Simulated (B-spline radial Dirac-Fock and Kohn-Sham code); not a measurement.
# Run log: Ag

ΔSCF core binding energies without Breit or QED terms, calculated with a radial atomic solver. Keys: rel is the Hamiltonian (dirac, or spin-free x2c and nr, where L3 and M5 stand for the whole 2p and 3d shells), method is hf or an exchange,correlation pair (spin-unpolarised, also for the hole states), nuc the nuclear model, radius_factor scales its radius, rmax is the box in bohr, h the logarithmic mesh step, order the B-spline order, points the quadrature points per cell, c_factor scales the speed of light, and damp, ndamp, maxit and tol steer the iteration. The run stops when the commutator error falls below 10·tol·max(1, Z/10), or the numerical noise floor, and the energy has settled to about 1e-8 Ha; the virial ratio is −V/T.

Input (task.json):

```json
{"items": [{"Z": 47, "q": 0, "cfg": [[1, 0, 2], [2, 0, 2], [2, 1, 6], [3, 0, 2], [3, 1, 6], [3, 2, 10], [4, 0, 2], [4, 1, 6], [4, 2, 10], [5, 0, 1]], "A": 107, "rrms": 4.5454, "do": "settings", "holes": ["K", "L3", "M5"],
  "settings": [{"rel": "dirac", "method": "lda,vwn", "nuc": "fermi", "radius_factor": 1.0, "rmax": 45.0, "h": 0.3, "order": 8, "points": 10, "c_factor": 1.0, "maxit": 60, "damp": 0.5, "ndamp": 3, "tol": 1e-08}]}]}
```

Command: `python xray2_run.py task.json out`

Ground-state iterations:

```
iter   energy (Ha)        error
   1    -5311.20944466  1.49e+00
   2    -5310.26067052  2.97e-01
   3    -5311.97905809  1.02e-01
   4    -5312.16931118  5.09e-02
   5    -5311.79152859  1.19e-01
   6    -5312.24529430  8.80e-03
   7    -5312.24777176  2.43e-03
   8    -5312.24790256  4.25e-04
   9    -5312.24790871  8.31e-06
  10    -5312.24790871  5.23e-07
  11    -5312.24790871  1.04e-08
```

The ground state converged in 11 iterations, with total energy -5312.24791 Ha, virial ratio 1.95585 and highest orbital energy -4.71 eV. ΔSCF binding energies: K (1s) 25592.1 eV, L3 (2p3/2) 3348.0 eV, M5 (3d5/2) 373.8 eV.
